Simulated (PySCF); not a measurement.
C3H11BSi2.
Numbering: `[BH2:1][C@@H:2]1[CH2:3][CH2:4][SiH2:5][SiH2:6]1` (hydrogens: H7, H8 on B1; H9 on C2; H10, H11 on C3; H12, H13 on C4; H14, H15 on Si5; H16, H17 on Si6)

Level: PBE0/pcSseg-1 and wB97X-D/def2-SVPD in PySCF, non-relativistic, on one gas-phase PBE0-D3(BJ)/def2-SVP geometry that isn't relaxed in the solvent. The solvent is an IEF-PCM continuum (Bondi radii, 1.10 Å for H, scaled by 1.2). Only the electrostatic response of the medium enters.

Gas phase at PBE0/pcSseg-1: HOMO -7.71 eV, LUMO -0.95 eV, dipole 1.68 D.

Q: What does the continuum do to the energy, the frontier levels and the dipole at PBE0/pcSseg-1 in chloroform and acetone?

A: 
| solvent | ε | E(solvent) − E(gas) (kJ/mol) | polarisation term (kJ/mol) | distortion of the solute (kJ/mol) | HOMO (eV) | LUMO (eV) | dipole (D) |
| --- | --- | --- | --- | --- | --- | --- | --- |
| chloroform | 4.711 | -4.00 | -4.51 | 0.51 | -7.59 | -0.93 | 2.10 |
| acetone | 20.49 | -5.38 | -6.35 | 0.97 | -7.56 | -0.94 | 2.26 |

The polarisation term is half the interaction of the solute with the surface charges that it induces; the rest is the cost of distorting the solute's density. The sum is the electrostatic part of solvation alone. From chloroform to acetone the lowering changes by a factor 1.35, Onsager's factor (ε − 1)/(2ε + 1) by 1.30 and ε itself by 4.3.

Q: Which radius a makes the point-dipole formula ΔE = −[(ε − 1)/(2ε + 1)]·μ²/a³ give the value in acetone, with the gas-phase dipole?

A: μ = 0.661 au and |ΔE| = 0.00205 Eh give a = 2.45 Å; the farthest nucleus lies 3.28 Å from the centroid of the nuclei, so such a sphere wouldn't even hold the nuclei. The formula assumes a rigid point dipole at the centre of a sphere.

Q: Which IAO charges (PBE0/pcSseg-1) respond most in acetone (means over atoms taken as equivalent)?

A: 
```json
{"atoms": "Si5", "environment": "SiH2 silicon", "gas (e)": "+0.452", "solvent (e)": "+0.461", "change": "+0.009"}
{"atoms": "H9", "environment": "methine hydrogen", "gas (e)": "+0.151", "solvent (e)": "+0.159", "change": "+0.008"}
{"atoms": "H7/H8", "environment": "B–H hydrogen", "gas (e)": "+0.008", "solvent (e)": "0.000", "change": "-0.008"}
{"atoms": "B1", "environment": "three-coordinate boron", "gas (e)": "-0.057", "solvent (e)": "-0.064", "change": "-0.007"}
{"atoms": "H12", "environment": "methylene hydrogen", "gas (e)": "+0.142", "solvent (e)": "+0.148", "change": "+0.006"}
{"atoms": "H13", "environment": "methylene hydrogen", "gas (e)": "+0.149", "solvent (e)": "+0.154", "change": "+0.005"}
{"atoms": "H16", "environment": "Si–H hydrogen", "gas (e)": "-0.081", "solvent (e)": "-0.085", "change": "-0.004"}
{"atoms": "H14", "environment": "Si–H hydrogen", "gas (e)": "-0.098", "solvent (e)": "-0.102", "change": "-0.004"}
{"atoms": "Si6", "environment": "SiH2 silicon", "gas (e)": "+0.434", "solvent (e)": "+0.437", "change": "+0.003"}
{"atoms": "H10", "environment": "methylene hydrogen", "gas (e)": "+0.144", "solvent (e)": "+0.147", "change": "+0.003"}
{"atoms": "C4", "environment": "sp3 carbon bound to silicon", "gas (e)": "-0.523", "solvent (e)": "-0.524", "change": "-0.001"}
{"atoms": "C3", "environment": "ring CH2 carbon", "gas (e)": "-0.237", "solvent (e)": "-0.239", "change": "-0.002"}
```

Q: Which Mayer bond orders change most in acetone?

A: 
```tsv
bond	length (Å)	gas	solvent	change
B1–C2	1.525	1.070	1.091	+0.021
Si6–C2	1.962	0.802	0.794	-0.008
C4–Si5	1.900	0.918	0.924	+0.006
B1–H8	1.212	0.986	0.982	-0.004
C2–H9	1.104	0.915	0.911	-0.004
Si6–H16	1.497	0.925	0.921	-0.004
C3–C4	1.536	1.029	1.032	+0.003
C4–H13	1.102	0.945	0.942	-0.003
```

Gas phase at wB97X-D/def2-SVPD: HOMO -9.40 eV, LUMO 0.80 eV, dipole 1.65 D.

Q: What does the continuum do to the energy, the frontier levels and the dipole at wB97X-D/def2-SVPD in acetone?

A: 
```
solvent      ε  E(solvent) − E(gas) (kJ/mol)  polarisation term (kJ/mol)  distortion of the solute (kJ/mol)  HOMO (eV)  LUMO (eV)  dipole (D)
acetone  20.49                         -5.36                       -6.38                               1.02      -9.26       0.83        2.23
```

Q: How does the static polarisability (wB97X-D/def2-SVPD, frozen core, with the continuum's full static response) change?

A: 
| medium | isotropic (au) | principal values (au) | ⟨r²⟩ of the electrons (bohr²) |
| --- | --- | --- | --- |
| gas | 106.2 | 88.4, 104.6, 125.5 | 942.4 |
| acetone | 148.7 | 128.3, 146.0, 171.8 | 943.2 |

The isotropic value in acetone is 1.40 times the gas-phase one; no cavity-field correction is applied. ⟨r²⟩ is taken about the centre of nuclear charge.

Hardware: one thread of an Intel Xeon at 2.50 GHz, no GPU, shared host with 64 logical CPUs at a one-minute load of 62. Cost: 58 s wall, 1.0 GiB resident at most. This is the whole shielding run at PBE0/pcSseg-1 in acetone, SCF included.

The pairwise dispersion term of wB97X-D wasn't added to the energies; at a given geometry it leaves orbitals and properties as they are.
